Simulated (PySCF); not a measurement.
Compound: C6H7FO2.
SMILES: `C=C(F)/C(C)=C/OC=O`

The closed-shell SCF was solved with PySCF and density fitting under several settings on one GFN2-xTB geometry (grid level 2 and gas phase unless stated).

```csv
settings,basis functions,SCF cycles,E (Eh),HOMO (eV),LUMO (eV),dipole (D)
PBE/STO-3G,52,17,-476.1635,-2.95,0.77,1.33
"PBE/pcseg-1, start guess vsap, energy threshold 1e-11 Eh",161,19,-482.4709,-5.87,-2.25,3.10
```

Q: Estimate the row for these settings: HSE06/def2-SVPD.

A: 
```json
{"settings": "HSE06/def2-SVPD", "basis functions": "245", "SCF cycles": "15", "E (Eh)": "-482.2880", "HOMO (eV)": "-6.55", "LUMO (eV)": "-1.81", "dipole (D)": "3.41"}
```

Q: Over all rows, what range does the HOMO–LUMO gap span?

A: From 3.62 eV (PBE/pcseg-1, start guess vsap, energy threshold 1e-11 Eh) to 4.74 eV (HSE06/def2-SVPD). The functional of the narrowest has no exact exchange, that of the widest 25 % exact exchange at short range alone.

Q: Compare two rows with the functional PBE: PBE/STO-3G and PBE/pcseg-1, start guess vsap, energy threshold 1e-11 Eh. Which energy is lower, and by how much?

A: PBE/pcseg-1, start guess vsap, energy threshold 1e-11 Eh (161 functions) lies 6.3074 Eh or 3958 kcal/mol below PBE/STO-3G (52 functions).

Cycle counts include a coarse-grid stage where the run had one.

The values belong to the conformer `[CH2:1]=[C:2]([F:3])/[C:4]([CH3:5])=[CH:6]/[O:7][CH:8]=[O:9]`: C1–C2–C4–C5 0°, C4–C6–O7–C8 180°, C6–O7–C8–O9 0°.
